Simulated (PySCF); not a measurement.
Mg(NH2)2.
Bonds: Mg1–N2, Mg1–N5. Hydrogens: H3, H4 on N2; H6, H7 on N5.

Computed with PBE0-D3(BJ)/def2-SVP geometry optimisation, gas phase in PySCF 2.14.0.

Q: Give the optimised bond lengths and angles.

A: 
```
                  bond  length (bohr)
        Mg1–N2, Mg1–N5          3.576
N2–H3 and 3 like bonds          1.920
```

Bonds in one row agree within 0.02 bohr and their mean is given. A selection of angles:
```
    angle  degrees
N2–Mg1–N5    179.9
Mg1–N2–H3    126.6
 H3–N2–H4    106.7
Mg1–N5–H7    126.5
```

N2 (nitrogen bonded to Mg and 2 H) is planar (angles 126.8°, 126.6° and 106.7°, sum 360.0°, 0.01 Å off the plane of its three neighbours).

No PBE0-D3(BJ)/def2-SVP frequencies stand behind this structure, so it isn't proved a minimum.


Compound: CClFSe.
SMILES with atom numbers: `[F:1][C:2]([Cl:3])=[Se:4]`

Method: PBE0-D3(BJ)/def2-SVP geometry optimisation, gas phase in PySCF.

What internal coordinates does the optimisation give?

```
  bond  length (pm)
 F1–C2        130.9
C2–Cl3        171.4
C2=Se4        174.6
```

A selection of angles:
```
     angle  degrees
 F1–C2–Cl3    109.7
 F1–C2–Se4    123.8
Cl3–C2–Se4    126.5
```

The 4 heavy atoms lie in one plane (0.001 Å rms).

Point group: Cs (every atom within 0.08 Å of its image). No frequency check.
